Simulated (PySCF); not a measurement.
# Basis and Hamiltonian dependence of the ionisation energy of K⁺

K⁺ [Ar] (1S) → K²⁺ [Ne] 3s2 3p5 (2P). Calculated with PySCF 2.14 from differences of total energies of unrestricted determinants, without spin-orbit coupling. Values in eV.

| basis | Hamiltonian | functions | UHF | PBE0 | MP2 (valence) | CCSD(T) (valence) |
| --- | --- | --- | --- | --- | --- | --- |
| x2c-SVPall | spin-free X2C | 24 | 31.618 | 32.881 | 32.044 | 32.077 |
| def2-SVP | non-relativistic | 24 | 31.630 | 32.895 | 32.057 | 32.090 |
| Sapporo-DKH3-DZP-2012 | spin-free X2C | 26 | 30.477 | 31.638 | 31.697 | 31.649 |
| x2c-TZVPall | spin-free X2C | 33 | 30.490 | 31.642 | 31.660 | 31.635 |
| def2-TZVP | non-relativistic | 33 | 30.504 | n/a | 31.673 | 31.647 |
| pcseg-2 | non-relativistic | 33 | 30.428 | n/a | 31.545 | 31.533 |
| aug-cc-pVDZ-X2C | spin-free X2C | 36 | 31.530 | n/a | 31.598 | 31.600 |
| cc-pVTZ-X2C | spin-free X2C | 43 | 31.173 | n/a | 31.970 | 32.016 |

**Question.** Estimate the row for 6-31G* (non-relativistic, 32 functions).

**Answer.** From the rows with the same Hamiltonian and similar size; the calculation gives UHF 31.50; MP2 (valence) 32.47; CCSD(T) (valence) 32.47 (eV).

Frozen in the all-electron rows: valence: [Ne] 3s2.

At CCSD(T) (valence), x2c-SVPall, 6-31G*, pcseg-2, cc-pVTZ-X2C lie more than 0.3 eV from the median of the rows with comparable relativity. Sets contracted for the neutral atom can be stiff in a shell that they treat as core.

Non-relativistic rows lack the scalar-relativistic shift.

Between the lowest levels the reference is 31.625 eV (measured; NIST Atomic Spectra Database, ionization energies); it includes spin-orbit coupling, which these numbers lack.
